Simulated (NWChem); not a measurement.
All runs are NWChem calculations. System: diarsenic (As₂), charge 0, spin multiplicity 1, at a geometry optimised with PBE0/def2-SVP. Level: MP2/def2-TZVP, 18 core orbitals frozen.

NWChem printed:

```
             Northwest Computational Chemistry Package (NWChem) 7.3.0
             --------------------------------------------------------

                                NWChem Input Module
                                -------------------

 Scaling coordinates for geometry "geometry" by  1.889725989
 (inverse scale =  0.529177249)

 Turning off AUTOSYM since
 SYMMETRY directive was detected!

                             Geometry "geometry" -> ""
                             -------------------------

 Output coordinates in angstroms (scale by  1.889725989 to convert to a.u.)

  No.       Tag          Charge          X              Y              Z
 ---- ---------------- ---------- -------------- -------------- --------------
    1 As                  33.0000     0.00000000     0.00000000     1.04563100
    2 As                  33.0000     0.00000000     0.00000000    -1.04563100

 Effective nuclear repulsion energy (a.u.)     275.5628056937

            Nuclear Dipole moment (a.u.)
            ----------------------------
        X                 Y               Z
 ---------------- ---------------- ----------------
     0.0000000000     0.0000000000     0.0000000000

      Symmetry information
      --------------------

 Group name             D2h
 Group number             26
 Group order               8
 No. of unique centers     1

      Symmetry unique atoms

     1


 Summary of "ao basis" -> "" (spherical)
 ------------------------------------------------------------------------------
       Tag                 Description            Shells   Functions and Types
 ---------------- ------------------------------  ------  ---------------------
 *                         def2-tzvp                  on all atoms

 Summary of "ao basis" -> "ao basis" (spherical)
 ------------------------------------------------------------------------------
       Tag                 Description            Shells   Functions and Types
 ---------------- ------------------------------  ------  ---------------------
 As                        def2-tzvp                16       48   6s5p4d1f

                                 NWChem SCF Module
                                 -----------------

  ao basis        = "ao basis"
  functions       =    96
  atoms           =     2
  closed shells   =    33
  open shells     =     0
  charge          =   0.00
  wavefunction    = RHF
  use symmetry    = T
  symmetry adapt  = T

[...]
  --------------------------------------

    Atom       Charge   Shell Charges
 -----------   ------   -------------------------------------------------------
    1 As  33    33.00   2.00  2.00  1.17  0.78  0.99  0.91  5.99  5.76  0.37  1.56  1.36  8.94  1.06  0.01  0.08  0.01
    2 As  33    33.00   2.00  2.00  1.17  0.78  0.99  0.91  5.99  5.76  0.37  1.56  1.36  8.94  1.06  0.01  0.08  0.01

       Multipole analysis of the density wrt the origin
       ------------------------------------------------

     L   x y z        total         open         nuclear
     -   - - -        -----         ----         -------
     0   0 0 0     -0.000000      0.000000     66.000000

     1   1 0 0     -0.000000      0.000000      0.000000
     1   0 1 0      0.000000      0.000000      0.000000
     1   0 0 1     -0.000000      0.000000      0.000000

     2   2 0 0    -26.897099      0.000000      0.000000
     2   1 1 0     -0.000000      0.000000      0.000000
     2   1 0 1      0.000000      0.000000      0.000000
     2   0 2 0    -26.897099      0.000000      0.000000
     2   0 1 1     -0.000000      0.000000      0.000000
     2   0 0 2    -25.669692      0.000000    257.690559

                   NWChem MP2 Semi-direct Energy/Gradient Module
                   ---------------------------------------------

  Basis functions       =     96
  Molecular orbitals    =     96
  Frozen core           =     18
  Frozen virtuals       =      0
  Active alpha occupied =     15
  Active beta occupied  =     15
  Active alpha virtual  =     63
  Active beta virtual   =     63
  Use MO symmetry       = T
  Use skeleton AO sym   = T

  AO/Fock/Back tols     =   1.0D-09  1.0D-09  1.0D-09

 GA uses MA = F    GA memory limited = T

 Available:
  local mem=  1.26D+08
 global mem=  1.44D+08
 local disk=  0.00D+00
  mp2_memr nvloc                    63
  nvloc new                    63
   1 passes of  15:        4194304                      66031                  14596431.
   1 passes of  15: M    126150979           G      144160768           F     121956675.

 Semi-direct pass number   1 of   1  for RHF alpha+beta  at        1.4s
  vrange nnbf                  4538
  mp2_eaftype                    55  avail_ma_in_mb                  1099
 EAF : mp2_eaftype filesize          55    7298216.
  mp2_eaf for mointskh                     55
Node 0 wrote     34.3 Mb in      0.1 s     Agg I/O rate:   420.7 Mb/s
 Done moints_semi at        5.0s
  mp2_eaftype                    55  avail_ma_in_mb                  1044
 EAF : mp2_eaftype filesize          55    7298216.
  mp2_eaf for kh                    55
 Done maket at        5.1s
 Done multipass loop at        5.1s

          -------------------------------------------
          SCF energy               -4468.407642869035
          Correlation energy          -0.510879166554
          Singlet pairs               -0.269531096704
          Triplet pairs               -0.241348069849
          Total MP2 energy         -4468.918522035588
          -------------------------------------------

          ---------------------------------------------------
                    Spin Component Scaled (SCS) MP2
          Same spin pairs                     -0.160898713233
          Same spin scaling factor             0.333333333333
          Opposite spin pairs                 -0.349980453321
          Opposite spin scaling fact.          1.200000000000
          SCS-MP2 correlation energy          -0.473609448396
          Total SCS-MP2 energy             -4468.881252317431
          ---------------------------------------------------

 -----------------------
 Performance information
 -----------------------

 Timer overhead =  9.59D-08 seconds/call

               Nr. of calls         CPU time (s)                 Wall time (s)                GFlops
             ---------------    -------------------     ------------------------------   -------------------
Name         Min   Avg   Max    Min     Avg     Max     Min     Avg     Max   Mx/calls   Min     Max     Sum
mp2: moin     1     1     1    3.6     3.6     3.6      3.6     3.6     3.6     3.6      0.0     0.0     0.0
mp2: make     1     1     1   0.10    0.10    0.10     0.10    0.10    0.10    0.10      0.0     0.0     0.0
mp2: tota     1     1     1    3.8     3.8     3.8      3.8     3.8     3.8     3.8      0.0     0.0     0.0

 The average no. of pstat calls per process was 3.00D+00
 with a timing overhead of 2.88D-07s

 Task  times  cpu:        5.1s     wall:        5.1s

 Total times  cpu:        5.1s     wall:        5.1s
```

Question: Write an NWChem input that would produce this output.

Answer: This is not unique; one that fits is 
```
start mol
memory heap 200 mb stack 900 mb global 1100 mb
geometry units angstroms nocenter noautoz
  As     0.000000     0.000000     1.045631
  As     0.000000     0.000000    -1.045631
  symmetry group D2h
end
basis spherical
  * library def2-tzvp
end
scf
  rhf
  nopen 0
  maxiter 100
  thresh 1e-7
  semidirect memsize 60000000 filesize 0
end
mp2
  freeze core 18
end
task mp2 energy
```
